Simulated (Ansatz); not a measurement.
Cartesian coordinates in Å:
```
C 0.183 2.034 1.053
O 0.439 0.749 0.519
Si -0.538 -0.528 0.596
F -0.690 -1.068 2.069
F -1.994 -0.096 0.141
O 0.039 -1.726 -0.298
C 0.459 -1.632 -1.645
H -0.798 2.404 0.742
H 0.951 2.711 0.679
H 0.230 2.016 2.145
H -0.398 -1.494 -2.311
H 0.957 -2.566 -1.905
H 1.159 -0.805 -1.784
```

The species carries charge 0 and has multiplicity 1.

**Question.** List the B3LYP/def2-TZVPP orbital energies in eV (the Gaussian-basis code of Ansatz). (Best estimate.)

**Answer.** The calculation gave: Occupied: -1801.16, -671.64, -671.63, -521.02, -520.96, -278.53, -278.47, -145.41, -100.77, -100.76, -100.73, -32.99, -32.43, -28.49, -28.05, -19.50, -19.09, -15.57, -14.10, -14.05, -13.88, -12.89, -12.88, -12.67, -12.57, -12.47, -12.03, -11.82, -11.57, -9.34, -9.26, -8.86, -8.62. Lowest empty: 0.62, 1.23, 1.41, 2.02, 2.42, 2.67, 2.77, 2.98.

B3LYP here is the variant with VWN-RPA as its local correlation; programs differ in this.
